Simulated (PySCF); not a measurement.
FH5N2OSi.

```xyz
10

N     -0.9401     1.4125     0.1849
Si    -0.0077     0.0047     0.0126
N      1.6331     0.3881     0.3019
O     -0.7727    -1.1155     0.9712
F      0.0382    -0.6739    -1.4753
H     -0.6249     2.3077    -0.1682
H     -1.9386     1.3759     0.3532
H      2.3776    -0.1300    -0.1512
H      1.9306     0.8017     1.1783
H     -0.6500    -2.0359     0.7122
```

Geometry optimised at B3LYP-D3(BJ)/def2-SVP. The structure was generated by enumeration, and PubChem lists no compound with its InChIKey, so it may never have been made. The values are those of a single conformer.

Calculation: PBE/pcSseg-1 run with PySCF. Non-relativistic, no solvent.

**Question.** Give the absolute GIAO shielding of each atom: isotropic value and principal components (ppm). (An estimate is asked for; the answer gives what the named calculation found.)

**Answer.** 
```
atom  σ(iso)    σ11    σ22    σ33   span
----  ------  -----  -----  -----  -----
N1     237.1  201.1  238.3  271.8   70.6
Si2    383.5  353.7  369.4  427.3   73.6
N3     238.6  203.4  240.3  272.1   68.7
O4     271.6  247.3  257.9  309.6   62.3
F5     305.9  268.3  269.0  380.5  112.3
H6      30.6   23.7   26.8   41.2   17.5
H7      30.4   23.3   26.4   41.4   18.1
H8      30.7   23.8   26.5   41.6   17.8
H9      30.7   23.9   26.8   41.4   17.5
H10     29.9   22.5   24.7   42.5   20.1
```
